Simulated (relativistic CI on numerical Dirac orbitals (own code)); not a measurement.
# Te XXXVIII: computed level list

Computed by Dirac-Coulomb-Breit CI, separate exchange-only KLI orbitals for each configuration, model QED (radiative potential, 1s self-energy scaled to tabulated hydrogen-like ionisation energies), unscaled Slater integrals (own radial code, finite nucleus).

CI space (outside the closed core [Ne]): 3s²3p³, 3s3p⁴, 3s²3p²3d, 3p⁵, 3s3p³3d, 3p⁴3d, 3s3p²3d², 3s²3p3d4p, 3p⁴4s, 3s3p²3d4s, 3p⁴4p, 3s²3p²4s, 3s²3p3d², 3s²3d³, 3s3p3d³, 3s²3d²4s, 3p³3d², 3p²3d³, 3p²3d²4s, 3s²3p3d4s, 3s3p3d²4s, 3s²3d4s², 3s3p²3d4p, 3s3p3d²4p, 3p²3d²4p, 3s3p3d4s4p. Double excitations out of closed p, d and f shells are left out; levels of such configurations are missing from the list, as are those of other unlisted configurations, and high levels can miss mixing partners.

The lowest level is 3s²3p³ ²P°3/2, with 43 % of that term; Hund's rules for 3s²3p³ give ⁴S° with J = 3/2, of which the calculation keeps J, while another term leads.

```tsv
No.	Configuration	Term	J	E (10³ cm⁻¹)	%	Lifetime (s)
1	3s²3p³	²P°	3/2	0.0	43	
2	3s²3p³	⁴S°	3/2	471.7	51	4.62e-07
3	3s²3p³	²D°	5/2	536.2	98	2.44e-06
4	3s²3p³	²P°	1/2	613.9	98	5.57e-07
5	3s²3p³	²P°	3/2	1093.5	54	2.01e-07
6	3p²(3P)3d	⁴F	3/2	1163.4	36	1.01e-09
7	3s3p⁴(3P)	⁴P	5/2	1235.5	54	2.06e-10
8	3p²(3P)3d	⁴F	5/2	1390.9	24	1.40e-11
9	3s3p⁴(1S)	²S	1/2	1438.6	44	1.56e-11
10	3s3p⁴(1D)	²D	3/2	1451.4	26	9.77e-12
11	3p²(1D)3d	²F	5/2	1636.8	47	5.96e-10
12	3p²(3P)3d	⁴D	3/2	1639.6	29	5.85e-11
13	3p²(3P)3d	⁴D	1/2	1645.6	75	2.58e-10
14	3p²(1D)3d	²G	7/2	1696.8	36	8.61e-09
15	3s3p⁴(3P)	⁴P	3/2	1713.5	37	2.84e-10
16	3p²(3P)3d	⁴D	7/2	1760.0	47	5.76e-09
17	3p²(1D)3d	²D	5/2	1771.8	28	4.11e-10
18	3p²(1D)3d	²G	9/2	1826.9	51	2.93e-05
19	3p²(3P)3d	⁴P	5/2	1845.8	35	2.53e-12
20	3p²(1D)3d	²P	1/2	1875.3	36	2.48e-12
21	3p²(3P)3d	⁴P	3/2	1885.9	23	1.52e-12
22	3p²(3P)3d	⁴D	3/2	1910.7	26	7.89e-12
23	3p²(1D)3d	²G	7/2	1948.0	39	1.08e-11
24	3p²(1D)3d	²S	1/2	1954.1	35	4.15e-12
25	3p²(3P)3d	²F	5/2	1956.0	30	4.37e-12
26	3p²(3P)3d	²D	3/2	2014.4	51	5.93e-12
27	3p²(3P)3d	²D	5/2	2024.9	31	3.39e-12
28	3s3p⁴(3P)	²P	3/2	2095.1	42	2.71e-12
29	3p²(1D)3d	²P	1/2	2129.7	50	2.86e-12
30	3p²(1D)3d	²F	7/2	2309.6	46	4.94e-11
31	3p²(3P)3d	²P	1/2	2319.3	53	3.14e-11
32	3p²(3P)3d	⁴F	9/2	2335.0	51	3.76e-07
33	3p²(1D)3d	²D	5/2	2350.6	32	2.10e-12
34	3p²(3P)3d	⁴P	1/2	2355.9	38	1.81e-12
35	3p²(1D)3d	²D	3/2	2356.5	31	1.73e-12
36	3p²(3P)3d	²F	7/2	2379.5	69	2.62e-12
37	3s3p³(4S°)<5S°>3d	⁶D°	5/2	2414.0	36	8.65e-11
38	3s3p³(4S°)<5S°>3d	⁶D°	3/2	2423.1	44	6.35e-11
39	3s3p³(4S°)<5S°>3d	⁶D°	1/2	2425.7	53	1.08e-10
40	3s3p³(4S°)<5S°>3d	⁶D°	7/2	2442.6	39	1.27e-10
41	3p²(1S)3d	²D	3/2	2464.7	57	2.33e-12
42	3p²(1S)3d	²D	5/2	2491.5	80	5.30e-10
43	3s3p³(2D°)<3D°>3d	⁴F°	3/2	2536.4	34	1.80e-11
44	3s3p³(4S°)<5S°>3d	⁶D°	9/2	2536.6	53	1.09e-10
45	3p²(3P)3d	²D	3/2	2583.9	51	3.65e-12
46	3p²(3P)3d	²D	5/2	2613.0	53	2.96e-12
47	3s3p³(2D°)<3D°>3d	⁴D°	5/2	2615.4	33	1.90e-11
48	3s3p³(2D°)<3D°>3d	²P°	3/2	2640.6	36	1.94e-11
49	3s3p³(2D°)<3D°>3d	⁴G°	5/2	2647.1	34	7.92e-12
50	3s3p³(2D°)<3D°>3d	⁴D°	1/2	2667.2	49	7.03e-12
51	3s3p³(2P°)<3P°>3d	²F°	7/2	2698.0	30	1.47e-11
52	3s3p⁴(3P)	²P	1/2	2701.5	29	1.71e-12
53	3s3p³(2D°)<3D°>3d	⁴G°	7/2	2773.5	26	8.21e-12
54	3s3p³(4S°)<5S°>3d	⁴D°	1/2	2791.2	61	1.56e-11
55	3s3p³(2D°)<3D°>3d	⁴F°	5/2	2821.8	36	8.12e-12
56	3s3p³(2D°)<3D°>3d	⁴D°	3/2	2827.1	41	3.77e-11
57	3s3p³(2D°)<3D°>3d	⁴D°	3/2	2845.2	37	6.55e-12
58	3s3p³(4S°)<5S°>3d	⁶D°	1/2	2851.2	29	5.23e-11
59	3s3p³(2D°)<3D°>3d	⁴D°	5/2	2864.0	22	9.21e-12
60	3p3d²(3F)	⁴G°	5/2	2869.5	34	6.59e-12
61	3s3p³(2D°)<3D°>3d	⁴F°	7/2	2885.3	43	5.06e-11
62	3p⁵	²P°	3/2	2939.3	29	5.20e-12
63	3s3p³(2D°)<3D°>3d	⁴G°	9/2	2953.4	33	1.90e-10
64	3s3p³(2D°)<3D°>3d	⁴D°	7/2	2953.9	49	3.36e-11
65	3s3p³(4S°)<3S°>3d	⁴D°	1/2	3012.1	35	2.83e-12
66	3s3p³(2D°)<3D°>3d	⁴F°	9/2	3018.0	33	2.18e-11
67	3s²3p3d²	²D°	5/2	3048.9	20	5.17e-12
68	3p3d²(3F)	⁴G°	7/2	3057.7	48	7.51e-12
69	3s3p³(2P°)<3P°>3d	⁴F°	3/2	3059.2	28	3.22e-12
70	3s3p³(2D°)<3D°>3d	²P°	1/2	3068.9	47	1.33e-11
```

Energies count from the lowest computed level; ° marks odd parity; lifetimes are radiative, by E1, M1, E2, M2, E3 decay to levels of this space only. Percentages are summed over parent terms; the parents shown are those of the largest component, closed shells are left out there, and <> holds an intermediate term.

The mean weight of the leading LS term, summed over parents, in these 70 levels is 42 %, and that of the leading jj configuration (from the same eigenvectors) 71 %, so jj coupling describes them better and the LS labels are nominal.

At this charge energies of transitions that change n are usually good to better than 1 %, and those within a shell (Δn = 0) to a few per cent.

LS names give the leading component of a level, which can be under half, so a name can repeat, a term be missing and a line seem to break the LS rules.
